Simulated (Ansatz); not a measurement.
Reaction (SMILES): [NH][SiH2][SiH2]N → [NH-][SiH2][SiH2]N (an electron is taken up)
Each molecule is optimised on its own at B3LYP-D3(BJ)/def2-TZVP (Ansatz, a program for electronic structure), one conformer each, not searched for the lowest.

Property: adiabatic electron affinity (electronic energy difference), positive where the reaction releases energy, in eV. Correlated levels leave the core frozen unless marked. UHF or UKS for open shells. Spin-orbit coupling is left out. Non-relativistic. Anions need diffuse functions: aug- sets have them; def2-D sets add few; the other sets have none. CBS marks a two-point X^-3 extrapolation of the correlation energy; Hartree-Fock from the larger set. [CCSD(T)-MP2]/basis is that difference in the basis named.

| level | program | adiabatic electron affinity (eV) |
|---|---|---|
| HF/STO-3G | Ansatz | -5.48 |
| r2SCANh-D4/def2-TZVPD | Ansatz + dftd4 | 2.01 |
| MP2/cc-pV(T+d)Z | Ansatz | 2.30 |
| MP2/cc-pwCVTZ | Ansatz | 2.31 |
| RI-MP2/aug-cc-pV(T+d)Z | Ansatz | 2.57 |
| SCS-MP2/6-31G | Ansatz | 1.14 |

Task: Predict the RI-MP2/CBS(aug-cc-pV(T+d)Z,aug-cc-pV(Q+d)Z)+[CCSD(T)-MP2]/aug-cc-pV(T+d)Z result (Ansatz).

Result: 2.37 eV
